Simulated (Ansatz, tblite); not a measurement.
Adding an electron: the cluster MoO₂⁺ (the lowest doublet isomer of a short search). Total charge 1; doublet. Geometry: PBE0-D4/def2-TZVP. Ansatz, gas phase; energy differences of separate SCF runs; the reduced species is a triplet (the singlet lies 0.59 eV higher at PBE0-D4/def2-TZVP).

```xyz
3

Mo   -0.434    0.466   -0.183
O     1.069    0.696    0.441
O    -0.635   -1.163   -0.259
```

In the def2 sets Mo takes a core potential; there is no spin–orbit coupling. The xTB rows come from tblite. The structure comes from a short search, and lower isomers may exist.

| level | −HOMO (eV) | −LUMO (eV) | vertical EA (eV) | HOMO–LUMO gap (eV) |
| --- | --- | --- | --- | --- |
| GFN1-xTB | – | – | 12.96 | – |
| GFN2-xTB | – | – | 14.17 | – |
| PBE-D4/def2-TZVP | 12.51 | 11.75 | 8.25 | 0.76 |

(1) Estimate the rows for r2SCAN-D4/def2-TZVP, PBE0-D4/def2-TZVP.

Results:

(1) 
```json
{"level": "r2SCAN-D4/def2-TZVP", "−HOMO (eV)": "12.93", "−LUMO (eV)": "11.64", "vertical EA (eV)": "8.44", "HOMO–LUMO gap (eV)": "1.30"}
{"level": "PBE0-D4/def2-TZVP", "−HOMO (eV)": "13.91", "−LUMO (eV)": "10.73", "vertical EA (eV)": "8.49", "HOMO–LUMO gap (eV)": "3.18"}
```

  HOMO and LUMO are the levels of the spin that leaves or enters (xTB has no such levels and no spin-polarisation term). Other spin states of the ions may lie lower, which would lower the ionisation energy or raise the affinity. Raw xTB energy differences between charge states are shifted by several eV; the methods need an empirical correction for them.
